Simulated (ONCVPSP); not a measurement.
Reading a pseudo-wave (technetium)

Columns: radius, all-electron u(r) and pseudo u(r) of the 4s shell (level -103.54 eV) of technetium in the configuration [Ar] 3d10 4s2 4p6 4d4; BLYP, scalar-relativistic, ONCV scheme, ONCVPSP 4.0.1.

| r (bohr) | all-electron | pseudo |
| --- | --- | --- |
| 0.080 | 0.3500 | 0.0494 |
| 0.160 | 0.1122 | 0.1014 |
| 0.240 | -0.4451 | 0.1663 |
| 0.320 | -0.6206 | 0.2562 |
| 0.400 | -0.4364 | 0.3719 |
| 0.480 | -0.0782 | 0.5018 |
| 0.560 | 0.3070 | 0.6340 |
| 0.640 | 0.6380 | 0.7665 |
| 0.720 | 0.8835 | 0.8994 |
| 0.800 | 1.0407 | 1.0204 |
| 0.880 | 1.1202 | 1.1046 |
| 0.960 | 1.1378 | 1.1334 |
| 1.040 | 1.1096 | 1.1092 |
| 1.120 | 1.0505 | 1.0503 |
| 1.200 | 0.9723 | 0.9722 |
| 1.280 | 0.8843 | 0.8842 |
| 1.360 | 0.7931 | 0.7930 |
| 1.440 | 0.7034 | 0.7033 |
| 1.520 | 0.6181 | 0.6180 |
| 1.600 | 0.5390 | 0.5389 |
| 1.680 | 0.4669 | 0.4668 |
| 1.760 | 0.4022 | 0.4021 |
| 1.840 | 0.3449 | 0.3448 |
| 1.920 | 0.2945 | 0.2944 |
| 2.000 | 0.2505 | 0.2505 |
| 2.080 | 0.2125 | 0.2124 |

**Question.** How many radial nodes do the two functions have?

**Answer.** The all-electron 4s function has n − l − 1 = 3 (the table is too coarse to show those close to the nucleus); the pseudo-wave has 0, since the states of the same l below it are removed with the core.

**Question.** At about which radius was the pseudo-wave matched?

**Answer.** 1.10 bohr, where the columns begin to agree (steps of 0.08 bohr).

**Question.** Is the pseudo-wave norm-conserving?

**Answer.** Yes: the ONCV scheme keeps the norm inside the radius equal to the all-electron one, which fixes the energy derivative of the logarithmic derivative at the level.
